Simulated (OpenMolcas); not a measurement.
# Ru3+ in a ligand field

Ru3+ with 4 ligands (oxide) in tetrahedral coordination (Td) at 1.93 Å. A charge of +1.25 e stands 2.6 Å behind each ligand. Ligand basis ANO-RCC-VDZP.
```
Ru    0.0000    0.0000    0.0000
O     1.1143    1.1143    1.1143
O     1.1143   -1.1143   -1.1143
O    -1.1143    1.1143   -1.1143
O    -1.1143   -1.1143    1.1143
```

```
Program             : OpenMolcas
Method              : SS-CASPT2, IPEA 0.25 Eh, imaginary shift 0.1 Eh (closed shells correlated: 4s 4p and the ligand valence shells)
Basis               : ANO-RCC-VDZP [6s5p3d1f]
Scalar Hamiltonian  : DKH2, point nucleus
Active space        : 5 electrons in 5 orbitals (4d)
State averaging     : 2S+1 = 6 even, 1 root; 2S+1 = 4 even, 24 roots; 2S+1 = 2 even, 75 roots
Spin-orbit coupling : RASSI with atomic mean-field integrals over the reference wave functions
```

The lowest spin-free states (labels of Td), above the lowest:

| State | Degeneracy | E (cm-1) |
| --- | --- | --- |
| 6A1 | 1 | 0 |
| 2S+1 = 4 | 3 | 9060 |
| 2T2 | 3 | 11330 |
| 2S+1 = 4 | 3 | 11870 |
| 2A2 | 1 | 14600 |
| 4E | 2 | 15420 |
| 2S+1 = 4 | 3 | 15490 |
| 2S+1 = 4 | 1 | 15660 |
| 2S+1 = 2 | 3 | 16180 |
| 2E | 2 | 17060 |
| 2S+1 = 2 | 3 | 17280 |
| 4E | 2 | 18920 |
| 2S+1 = 2 | 3 | 20840 |
| 2A1 | 1 | 21750 |
| 2E | 2 | 21990 |
| 2S+1 = 2 | 3 | 22080 |
| 2S+1 = 4 | 3 | 22550 |
| 2S+1 = 2 | 3 | 23080 |
| 2S+1 = 2 | 1 | 23650 |
| 2S+1 = 2 | 3 | 25760 |

The lowest levels with spin-orbit coupling:

| E (cm-1) | Degeneracy | Label | 2S+1 | g |
| --- | --- | --- | --- | --- |
| 0 | 2 |  | 6 | 3.31 3.31 3.31 |
| 2 | 4 | Γ8 | 6 |  |
| 8580 | 4 | Γ8 | 4 (75 %) |  |
| 8750 | 2 |  | 4 (82 %) | 2.21 2.21 2.21 |
| 9110 | 2 |  | 4 | 3.01 3.01 3.01 |
| 9170 | 4 | Γ8 | 4 |  |
| 11240 | 4 | Γ8 | 4 (52 %) |  |
| 11800 | 2 |  | 4 | 2.61 2.61 2.61 |
| 11830 | 4 | Γ8 | 4 |  |
| 12100 | 2 |  | 4 | 2.35 2.35 2.35 |
| 12470 | 4 | Γ8 | 4 (70 %) |  |
| 12610 | 2 |  | 2 (82 %) | 1.11 1.11 1.11 |
| 14170 | 2 |  | 4 (60 %) | 1.94 1.94 1.94 |
| 15010 | 2 |  | 4 (59 %) | 1.68 1.68 1.68 |
| 15040 | 4 | Γ8 | 4 (70 %) |  |
| 15220 | 2 |  | 4 (84 %) | 1.52 1.52 1.52 |
| 15330 | 4 | Γ8 | 4 |  |
| 15530 | 4 | Γ8 | 4 (89 %) |  |
| 15900 | 4 | Γ8 | 4 (89 %) |  |
| 16010 | 2 |  | 4 | 1.61 1.61 1.61 |

Electric-dipole absorption from the lowest level at this geometry, strongest bands:

```csv
E (cm-1),λ (nm),Label,f
15010,666,,3.15e-06
15040,665,Γ8,5.70e-06
15330,653,Γ8,1.25e-05
15530,644,Γ8,1.02e-05
15900,629,Γ8,1.39e-05
16010,624,,6.82e-06
17560,569,Γ8,4.25e-06
19130,523,Γ8,2.84e-05
19150,522,,2.68e-05
21760,459,,3.37e-06
22450,446,Γ8,8.34e-06
26140,382,Γ8,5.73e-06
28010,357,Γ8,1.73e-05
28640,349,Γ8,6.49e-06
29060,344,Γ8,5.10e-06
29120,343,,8.12e-06
```

Powder χT (cm3 K/mol): 3.93 at 2 K, 4.3 at 10 K, 4.32 at 50 K, 4.32 at 100 K, 4.32 at 200 K, 4.32 at 300 K. The effective moment at 300 K is 2.828 √(χT) = 5.88 μB.

The lowest level has 2S+1 = 6, for which the spin-only value is χT = S(S+1) / 2 = 4.375 cm3 K/mol (g = 2). The computed 4.320 at 300 K differs by -0.055, through orbital momentum, spin-orbit coupling and any other state in reach.

Roots that are degenerate in the reference are averaged as groups; the widest CASPT2 spread within a group is 500 cm-1 (the 3-fold group of multiplicity 4 near 9060 cm-1 above the lowest state of its run). Shifts and gaps below about the spread of the groups concerned are not significant. Over all roots computed the reference weight is 0.67 to 0.70; a low but even weight reflects the number of correlated electrons. The least metal-like active orbital is 81 % on the metal (Löwdin) and no ligand orbital is active, so the numbers are rough. The oxide ions are held by bare point charges, a crude embedding. Ligand-to-metal charge-transfer states are missing. These CASPT2 states fit no ligand-field parameters well, so their order and spin gaps are uncertain. With no ligand orbital active B as a rule stays too high, so bands that hang on it stand too high and its fall with covalency is understated. With one d shell and no ligand orbital active, 10Dq can be off by a tenth or more. No measured value stands beside these numbers; the geometry is a model, was not optimised and need not be the one that this ion takes.

The CASPT2 steps took 3.7 min on 1 thread of Intel(R) Xeon(R) Platinum 8488C (Sapphire Rapids), on a shared host; the integral step is not counted.

A state without a sure symmetry label is named by its multiplicity alone.
